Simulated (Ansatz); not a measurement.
`S[SiH](Cl)CCl` + `CBN` → `CB(N)CCl` + `S[SiH2]Cl`  (formal exchange of groups at a C–Si bond)

Gas-phase electronic energies from Ansatz, PBE0-D4/def2-TZVP geometries. CBS: MP2 limit from def2 TZ/QZ plus the TZ coupled-cluster correction, frozen cores. DFT in def2-TZVPP. One conformer a species, not always the lowest.

`S[SiH](Cl)CCl`:

```xyz
9

S     0.312   -1.710   -1.447
Si    0.680    0.134   -0.467
Cl    0.860    1.545   -1.944
C    -0.750    0.623    0.643
Cl   -0.857   -0.596    1.944
H     0.114   -2.348   -0.278
H     1.925    0.123    0.331
H    -1.700    0.635    0.110
H    -0.584    1.595    1.108
```

`CBN`:

```xyz
9

C     0.476   -0.299   -1.033
B     0.222    0.430    0.332
N    -0.832    0.078    1.170
H     1.480   -0.737   -1.050
H     0.457    0.420   -1.859
H    -0.242   -1.093   -1.260
H     0.936    1.324    0.700
H    -1.012    0.533    2.048
H    -1.486   -0.656    0.953
```

`CB(N)CCl`:

```xyz
12

C     1.076   -1.040    0.109
B    -0.115   -0.021    0.193
N    -0.768    0.237    1.396
C    -0.626    0.738   -1.108
Cl    0.640    1.911   -1.610
H     1.937   -0.588   -0.391
H     1.406   -1.418    1.080
H     0.791   -1.904   -0.503
H    -1.530    0.887    1.486
H    -0.496   -0.188    2.267
H    -0.775    0.070   -1.957
H    -1.539    1.317   -0.962
```

`S[SiH2]Cl`:

Z-matrix (Å, degrees):
```
Si
Cl 1 2.054
S 1 2.120 2 112.9
H 1 1.478 2 108.5 3 -116.6
H 1 1.479 2 106.5 3 122.3
H 3 1.344 1 94.3 2 70.4
```

```tsv
level	ΔE (kJ/mol)
ωB97X-V	-2.0
SCS-MP2/def2-TZVPP	-1.9
```

Problem. What does CCSD(T)/CBS give? (Estimate.)

Solution. Computed: -1.1 kJ/mol. The listed levels differ from it by -0.9, -0.8 kJ/mol.

Largest T1 diagnostic among the species: 0.011.

The D4 term adds +3.8 kJ/mol with B3LYP and +2.0 kJ/mol with PBE0; it sums over pairs of atoms, weighted by their polarisabilities, and B3LYP, whose exchange is more repulsive, gets the larger term. In def2-TZVPP, CCSD(T) changes the Hartree–Fock value by +4.7 kJ/mol (the triples alone add +1.2 kJ/mol) and MP2 by +8.3 kJ/mol.

B3LYP here is the variant with VWN-RPA as its local correlation; programs differ in this.
